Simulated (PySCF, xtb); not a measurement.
3,3-difluorocyclobutene (C4H4F2), SMILES C1C(F)(F)C=C1.

GFN2-xTB run with xtb at its own geometry gives an orbital gap of 5.05 eV and a dipole moment of 3.16 D.

Geometry optimised at B3LYP-D3(BJ)/def2-SVP.

### Question
What does PBE/def2-TZVP run with PySCF give? (Estimate from the structure and the level; the computed values follow.)

### Answer
gap 5.34 eV (levels -6.96 and -1.62 eV), dipole 2.34 D.
